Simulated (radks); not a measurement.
Species: the cobalt ion Co2+. Configuration: [Ne] 3s1.75 3p6 3d7 4s0.25 (fractional occupations, a model configuration). All-electron calculation, non-relativistic Kohn-Sham, PBE, spin-polarised, spherical densities, point nucleus; open shells are filled with parallel spins first. Program: a radial shooting solver on a logarithmic mesh with Libxc functionals.

Local quantities along the radius. ELF = 1/(1 + alpha^2) is the electron localisation function; alpha = (tau - tau_W)/tau_unif compares the Pauli kinetic energy density with that of the uniform gas (summed over spins).

| r (bohr) | ELF | alpha |
|---|---|---|
| 0.003621 | 1.000 | 0.01673 |
| 0.004715 | 1.000 | 0.01812 |
| 0.006139 | 1.000 | 0.02010 |
| 0.007994 | 0.999 | 0.02302 |
| 0.01049 | 0.999 | 0.02765 |
| 0.01366 | 0.999 | 0.03492 |
| 0.01779 | 0.998 | 0.04735 |
| 0.02317 | 0.995 | 0.07032 |
| 0.03017 | 0.986 | 0.1171 |
| 0.0396 | 0.951 | 0.2273 |
| 0.05156 | 0.807 | 0.4889 |
| 0.06714 | 0.477 | 1.048 |
| 0.08742 | 0.283 | 1.591 |
| 0.1138 | 0.391 | 1.248 |
| 0.1482 | 0.675 | 0.6938 |
| 0.1946 | 0.814 | 0.4784 |
| 0.2533 | 0.740 | 0.5926 |
| 0.3299 | 0.333 | 1.415 |
| 0.4296 | 0.208 | 1.954 |
| 0.5593 | 0.565 | 0.8770 |
| 0.7283 | 0.765 | 0.5542 |
| 0.956 | 0.721 | 0.6215 |
| 1.245 | 0.496 | 1.008 |
| 1.621 | 0.211 | 1.936 |
| 2.111 | 0.081 | 3.359 |
| 2.748 | 0.043 | 4.694 |
| 3.579 | 0.026 | 6.163 |
| 4.697 | 0.010 | 9.748 |
| 6.116 | 0.002 | 23.01 |

On this mesh the ELF has minima near r = 0.087, 0.37 bohr, which separate the shells, and maxima near 0.19 (0.81), 0.83 (0.77).
